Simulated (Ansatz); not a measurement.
# Calibrating r2SCAN-D4/def2-TZVPP on molecular compounds of Nb

The vertical ionisation energy (cation less neutral) in eV of 7 molecular compounds of Nb: x at r2SCAN-D4/def2-TZVPP, y at CCSD(T)/def2-TZVPP. Shapes, held fixed at every level: PBE0-D4/def2-TZVP. Flexible molecules stand in one conformer, not always the lowest. Programs: Ansatz 0.2.0.

```
                                             molecule  x (eV)  y (eV)
C2H10NNbO4 (SMILES C[N](C)[Nb]([OH])([OH])([OH])[OH])    8.13    8.50
        C2H8FN2Nb (SMILES C[N]=[Nb]([CH3])([NH2])[F])    8.75    9.35
      C2H8ClN2Nb (SMILES C[N]=[Nb]([CH3])([NH2])[Cl])    8.80    9.40
   C3H9F3NNbO (SMILES C[O][Nb]([F])([F])([F])[N](C)C)    9.08    9.48
        CH5ClNNbOS (SMILES C[O][Nb]([NH2])(=[S])[Cl])    9.29       ?
                                        Nb(NH2)(OH)2O    9.86   10.16
                        NbCl5 (niobium pentachloride)   10.65   11.19
```

Question: Fit y = c + s·x to the known rows and predict y for CH5ClNNbOS.

Answer: 
1. Means of the 6 rows: x = 9.2117, y = 9.680.
2. Σ(Δx)² = 4.0591, Σ(Δx·Δy) = 4.0534, so the slope is 4.0534/4.0591 = 0.9986.
3. Intercept: 9.680 − (0.9986) × 9.2117 = 0.481. The largest residual of the fit is 0.17.
4. CH5ClNNbOS: 0.481 + 0.9986 × 9.29 = 9.76 eV.

CCSD(T)/def2-TZVPP gives 9.59 eV, so the prediction is off by +0.17 eV, about the largest residual. Uncorrected, r2SCAN-D4/def2-TZVPP misses CH5ClNNbOS by -0.30 eV, and the other rows by 0.47 on average. The line overshoots: the miss goes from -0.30 to +0.17. Left out in turn, the other rows are missed by 0.18 eV on average, so much of the error is systematic among these molecules. Cations run unrestricted. For atoms past krypton def2 sets carry core potentials with scalar relativity. Outer-core shells of Nb are correlated, in sets that cover them unevenly.
